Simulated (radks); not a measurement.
Q: Ta3+, configuration [Xe] 4f14 5d2 (the NIST ground configuration). Method: scalar-relativistic Kohn-Sham, PW91, spin-polarised, spherical densities, point nucleus; open shells are filled with parallel spins first (spin-orbit coupling, left out, can overturn this in heavy ions); computed with a radial shooting solver on a logarithmic mesh with Libxc functionals. Some entries of the table are withheld. Estimate them.

orbital  occ.  eigenvalue (hartree)  <r^2> (bohr^2)  <1/r> (bohr^-1)
1s down     1             -2477.134       0.0004785            85.47
1s up       1             -2477.134       0.0004785            85.47
2s up       1             -426.4588        0.007372            19.97
2s down     1             -426.4554        0.007372            19.97
2p up       3             -373.8335        0.006083            18.15
2p down     3             -373.8309        0.006083            18.15
3s up       1             -98.49015         0.04794            7.390
3s down     1             -98.48952         0.04794            7.390
3p up       3             -82.84091         0.04865            6.836
3p down     3             -82.84013         0.04865            6.836
3d up       5             -64.58777         0.04038            6.464
3d down     5             -64.58580         0.04038            6.464
4s up       1             -20.90412          0.2376            3.135
4s down     1             -20.90157          0.2376            3.135
4p up       3             -15.77130          0.2706            2.851
4p down     3             -15.76893          0.2706            2.851
4d up       5              -9.20390          0.3174            2.532
4d down     5              -9.20094          0.3172            2.532
5s up       1              -3.73121           1.355            1.213
5s down     1              -3.69662           1.342            1.220
5p up       3              -2.49127           1.857            1.020
5p down     3              -2.44398           1.836            1.028
4f up       7              -1.94807             (1)            2.002
4f down     7              -1.93987             (2)            2.009
5d up       2              -1.10003           3.900           0.6957
5d down     0              -1.04018           3.925           0.6959

A: 
(1) 4f up <r^2> (bohr^2): 0.5189
(2) 4f down <r^2> (bohr^2): 0.5109
